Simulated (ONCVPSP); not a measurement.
# Potentials for Ni compared

Generated with ld1.x 7.5 (TM, RRKJ, ultrasoft, PAW), atompaw 4.2 or ONCVPSP 4.0.1. The cutoff is in Ry: for ld1.x and atompaw files where the sum of valence levels is converged to 10 mRy in a Bessel basis, for ONCV files where the hardest occupied wave has 1 mHa per electron of residual kinetic energy. The error is the largest all-electron minus pseudo excitation energy over each file’s own four to seven test configurations (ionisations up to +4, promotions, holes and added fractions of an electron), all of which were solved. The labels leave out finer settings (local radius, basis sizes, second energies), which also bear on the numbers. Spin-polarised tests are not counted. The rows are a selection from randomly drawn settings: files with unsolved tests, undetermined cutoffs or missed reference levels are left out.

A true bound ghost makes a file unfit for plane-wave use even where its test errors are small: the radial tests pick states by their node count and pass the ghost by.

```csv
potential,cutoff (Ry),largest error (meV),bound ghosts
"ONCV, Wu-Cohen, scalar-relativistic, rc 0.80/0.70/1.35 (spd), local smoothed, core correction yes, reference 3s2 3p6 3d8, qcut 5.9/12.3/11.1, projectors 2/2/1",743,+9.3,none
"ONCV, PBE, scalar-relativistic, rc 1.40/0.95/1.45/1.40 (spdf), local smoothed, core correction yes, reference 3s2 3p6 3d8 4s2, qcut 6.5/17.4/10.7/6.9, projectors 2/2/2/2",147,+14,none
"ONCV, PBE, scalar-relativistic, rc 2.15/1.50/1.40 (spd), local d, core correction no, reference 3p6 3d8 4s1 4p1, qcut 3.2/9.3/11.9, projectors 2/2/0",108,-6.9,s
"ONCV, PBE, scalar-relativistic, rc 1.05/0.75/0.80 (spd), local smoothed, core correction no, reference 3s2 3p6 3d8 4s2, qcut 14/8.7/10.6, projectors 2/2/2",546,-3.2,none
"ONCV, Wu-Cohen, fully relativistic, rc 1.15/1.20/1.35 (spd), local smoothed, core correction yes, reference 3s2 3p6 3d7, qcut 13/14.4/13.7, projectors 3/2/3",130,+62,none
"ONCV, Wu-Cohen, scalar-relativistic, rc 1.35/1.10/1.05 (spd), local smoothed, core correction yes, reference 3s2 3p6 3d8 4s1.5, qcut 7/10.8/14.3, projectors 2/2/2",165,+38,none
```

Question: Fill in the row for Ni: ONCV, PBE, scalar-relativistic, rc 2.10/1.15/0.95 (spd), local smoothed, core correction yes, reference 3p6 3d8 4s2, qcut 2.7/9.4/15.9, projectors 1/2/2.

Answer: cutoff 212 Ry, largest error +43 meV, bound ghosts: s.

Question: Fill in the row for Ni: ONCV, PBE, scalar-relativistic, rc 2.00/2.20/1.60 (spd), local smoothed, core correction yes, reference 3d8 4s1 4p1, qcut 3.8/3.9/9.2, projectors 2/2/2.

Answer: cutoff 73 Ry, largest error -59 meV, bound ghosts: none.
